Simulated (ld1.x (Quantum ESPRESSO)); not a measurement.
## nitrogen (N): TM pseudisation with PBE, scalar-relativistic reference atom.

The input file (ld1.x (Quantum ESPRESSO) 7.5):

```
&input
   title='N', zed=7., rel=1, dft='PBE', iswitch=3,
   config='[He] 2s2 2p3',
   nld=2, rlderiv=2.55, eminld=-3.0, emaxld=5.0, deld=0.02
 /
 &inputp
   pseudotype=2, tm=.true., lloc=1,
   nlcc=.true., new_core_ps=.true., rcore=0.55,
   file_pseudopw='N.UPF', file_wfcaegen='ae.wfc', file_wfcncgen='nc.wfc', file_beta='beta', file_chi='chi'
 /
2
2S  1  0   2.00   0.00  0.90  0.90  0.0
2P  2  1   3.00   0.00  2.35  2.35  0.0
 &test
   configts(1)='2s2 2p3'
 /
```

Command:

```bash
ld1.x < N.in > N.out
```

The program printed (shortened: banner, matrices, multipoles, cross overlaps and the repeated all-electron block are left out):

```
Program LD1 v.7.5
     --------------------------- All-electron run ----------------------------

     N
     scalar relativistic calculation

     atomic number is  7.00
     dft =PBE   lsd =0 sic =0 latt =0  beta=0.20 tr2=1.0E-14
     Exchange-correlation= PBE
                           (   1   4   3   4   0   0   0)
     mesh =1085 r(mesh) =  99.89202 a.u. xmin = -7.00 dx = 0.01250
     1 Ry =  13.60569312 eV, c = 137.03599908

     n l     nl                  e(Ry)          e(Ha)          e(eV)
     1 0     1S 1( 2.00)       -28.2764       -14.1382      -384.7204
     2 0     2S 1( 2.00)        -1.3658        -0.6829       -18.5828
     2 1     2P 1( 3.00)        -0.5211        -0.2606        -7.0900

     final scf error:  5.8E-15 reached in  23 iterations

     Etot =    -108.906480 Ry,     -54.453240 Ha,   -1481.748142 eV

     Ekin =     108.686336 Ry,      54.343168 Ha,    1478.752934 eV
     Encl =    -256.222520 Ry,    -128.111260 Ha,   -3486.084983 eV
     Eh   =      51.762930 Ry,      25.881465 Ha,     704.270546 eV
     Exc  =     -13.133226 Ry,      -6.566613 Ha,    -178.686639 eV

     normalization and overlap integrals

     s(1S/1S) =  1.000000  <r> =   0.2297  <r2> =    0.0714  r(max) =   0.1483
     s(2S/2S) =  1.000000  <r> =   1.3197  <r2> =    2.1153  r(max) =   1.0167
     s(2P/2P) =  1.000000  <r> =   1.4841  <r2> =    2.9193  r(max) =   0.9793

     ------------------------ End of All-electron run ------------------------

     --------------------- Generating NC pseudopotential ---------------------

      Generating local pot.: lloc=1, matching radius rcloc =   2.3500

      Computing core charge for nlcc:

       r > 0.55 : true rho core
      Core charge pseudized with two Bessel functions
      Integrated core pseudo-charge :   0.75

      Wfc   2S  rcut= 0.909  Using Troullier-Martins method

     ------------------- End of pseudopotential generation -------------------

     Computing logarithmic derivative in   2.54813
     Computing logarithmic derivative in   2.54813
     Computing the partial wave expansion
     R is outside the sphere for l=    0 j= 0.00
       no projector for channel:   1

     ---------------------- Testing the pseudopotential ----------------------

     N
     scalar relativistic calculation

     atomic number is  7.00   valence charge is  5.00
     dft =PBE   lsd =0 sic =0 latt =0  beta=0.20 tr2=1.0E-14
     mesh =1085 r(mesh) =  99.89202 xmin = -7.00 dx = 0.01250

     n l     nl             e AE (Ry)        e PS (Ry)    De AE-PS (Ry)
     1 0     2S   1( 2.00)       -1.36581       -1.36583        0.00002
     2 1     2P   1( 3.00)       -0.52111       -0.52111        0.00000

     eps = 5.3E-17  iter = 14

     Etot =    -108.906480 Ry,     -54.453240 Ha,   -1481.748142 eV
     Etotps =   -20.493740 Ry,     -10.246870 Ha,    -278.831535 eV

     Ekin =      10.911533 Ry,       5.455766 Ha,     148.458963 eV
     Encl =     -43.916860 Ry,     -21.958430 Ha,    -597.519318 eV
     Ehrt =      15.883289 Ry,       7.941645 Ha,     216.103162 eV
     Ecxc =      -6.056449 Ry,      -3.028225 Ha,     -82.402193 eV
     (Ecc =      -1.536922 Ry,      -0.768461 Ha,     -20.910884 eV)
     Epseu=       2.684748 Ry,       1.342374 Ha,      36.527851 eV

     ---------------------- End of pseudopotential test ----------------------
```

Generation and configuration tests took about 0.59 s on one core of a shared server CPU.

Transferability test of the new file with ld1.x, input:

```
&input
   title='N', zed=7., rel=1, dft='PBE', iswitch=2,
   config='[He] 2s2 2p3'
 /
 &test
   file_pseudo='N.UPF', nconf=8,
   configts(1)='2s2 2p3',
   configts(2)='2s2 2p2',
   configts(3)='2s2 2p1',
   configts(4)='2s2 2p0',
   configts(5)='2s0 2p5',
   configts(6)='2s1 2p0',
   configts(7)='2s1 2p4',
   configts(8)='2s2 2p3.3'
 /
```

```bash
ld1.x < N.test.in > N.test.out
```

Pseudopotential blocks of its output, shortened (energy terms left out; the distinct warnings before each block abridged to one line each):

```
     ---------------------- Testing the pseudopotential ----------------------

     n l     nl             e AE (Ry)        e PS (Ry)    De AE-PS (Ry)
     1 0     2S   1( 2.00)       -1.36581       -1.36583        0.00002
     2 1     2P   1( 3.00)       -0.52111       -0.52111        0.00000

     eps = 5.4E-17  iter = 14

     Etot =    -108.906480 Ry,     -54.453240 Ha,   -1481.748142 eV
     Etotps =   -20.493740 Ry,     -10.246870 Ha,    -278.831535 eV

     ---------------------- End of pseudopotential test ----------------------

          ---------------------- Testing the pseudopotential ----------------------

     n l     nl             e AE (Ry)        e PS (Ry)    De AE-PS (Ry)
     1 0     2S   1( 2.00)       -2.38592       -2.38993        0.00400
     2 1     2P   1( 2.00)       -1.52057       -1.50794       -0.01263  !

     eps = 8.6E-15  iter = 10

     Etot =    -107.907526 Ry,     -53.953763 Ha,   -1468.156687 eV
     Etotps =   -19.497890 Ry,      -9.748945 Ha,    -265.282309 eV
     dEtot_ae =       0.998954 Ry
     dEtot_ps =       0.995850 Ry,   Delta E=       0.003104 Ry

     ---------------------- End of pseudopotential test ----------------------

          ---------------------- Testing the pseudopotential ----------------------

     n l     nl             e AE (Ry)        e PS (Ry)    De AE-PS (Ry)
     1 0     2S   1( 2.00)       -3.61318       -3.58695       -0.02623  !
     2 1     2P   1( 1.00)       -2.75706       -2.67355       -0.08351  !

     eps = 9.5E-16  iter =  9

     Etot =    -105.786813 Ry,     -52.893407 Ha,   -1439.302915 eV
     Etotps =   -17.418790 Ry,      -8.709395 Ha,    -236.994714 eV
     dEtot_ae =       3.119667 Ry
     dEtot_ps =       3.074950 Ry,   Delta E=       0.044717 Ry

     ---------------------- End of pseudopotential test ----------------------

          Warning: n=1, l=0 expected 0 nodes, found 1
     ---------------------- Testing the pseudopotential ----------------------

     n l     nl             e AE (Ry)        e PS (Ry)    De AE-PS (Ry)
     1 0     2S   1( 2.00)       -5.00709       -4.89307       -0.11402  !
     2 1     2P   1( 0.00)       -4.19522       -3.94886       -0.24636  !

     eps = 5.0E-15  iter = 16

     Etot =    -102.326325 Ry,     -51.163163 Ha,   -1392.220578 eV
     Etotps =   -14.114205 Ry,      -7.057102 Ha,    -192.033540 eV
     dEtot_ae =       6.580155 Ry
     dEtot_ps =       6.379535 Ry,   Delta E=       0.200620 Ry

     ---------------------- End of pseudopotential test ----------------------

          ---------------------- Testing the pseudopotential ----------------------

     n l     nl             e AE (Ry)        e PS (Ry)    De AE-PS (Ry)
     1 0     2S   1( 0.00)       -1.42868       -1.45069        0.02201  !
     2 1     2P   1( 5.00)       -0.58014       -0.59585        0.01571  !

     eps = 1.5E-15  iter = 14

     Etot =    -107.213001 Ry,     -53.606501 Ha,   -1458.707190 eV
     Etotps =   -18.793837 Ry,      -9.396918 Ha,    -255.703173 eV
     dEtot_ae =       1.693479 Ry
     dEtot_ps =       1.699903 Ry,   Delta E=      -0.006425 Ry

     ---------------------- End of pseudopotential test ----------------------

          ---------------------- Testing the pseudopotential ----------------------

     n l     nl             e AE (Ry)        e PS (Ry)    De AE-PS (Ry)
     1 0     2S   1( 1.00)       -6.43650       -6.29292       -0.14358  !
     2 1     2P   1( 0.00)       -5.70130       -5.30903       -0.39226  !

     eps = 6.7E-17  iter =  8

     Etot =     -96.606746 Ry,     -48.303373 Ha,   -1314.401743 eV
     Etotps =    -8.524054 Ry,      -4.262027 Ha,    -115.975668 eV
     dEtot_ae =      12.299733 Ry
     dEtot_ps =      11.969685 Ry,   Delta E=       0.330048 Ry

     ---------------------- End of pseudopotential test ----------------------

          ---------------------- Testing the pseudopotential ----------------------

     n l     nl             e AE (Ry)        e PS (Ry)    De AE-PS (Ry)
     1 0     2S   1( 1.00)       -1.39869       -1.41002        0.01133  !
     2 1     2P   1( 4.00)       -0.55190       -0.55999        0.00809  !

     eps = 1.0E-15  iter = 14

     Etot =    -108.060693 Ry,     -54.030347 Ha,   -1470.240630 eV
     Etotps =   -19.646311 Ry,      -9.823156 Ha,    -267.301681 eV
     dEtot_ae =       0.845786 Ry
     dEtot_ps =       0.847429 Ry,   Delta E=      -0.001642 Ry

     ---------------------- End of pseudopotential test ----------------------

          ---------------------- Testing the pseudopotential ----------------------

     n l     nl             e AE (Ry)        e PS (Ry)    De AE-PS (Ry)
     1 0     2S   1( 2.00)       -1.11160       -1.10848       -0.00312
     2 1     2P   1( 3.30)       -0.27726       -0.27609       -0.00117

     eps = 9.2E-16  iter = 14

     Etot =    -109.025475 Ry,     -54.512738 Ha,   -1483.367158 eV
     Etotps =   -20.612582 Ry,     -10.306291 Ha,    -280.448466 eV
     dEtot_ae =      -0.118996 Ry
     dEtot_ps =      -0.118842 Ry,   Delta E=      -0.000153 Ry

     ---------------------- End of pseudopotential test ----------------------
```
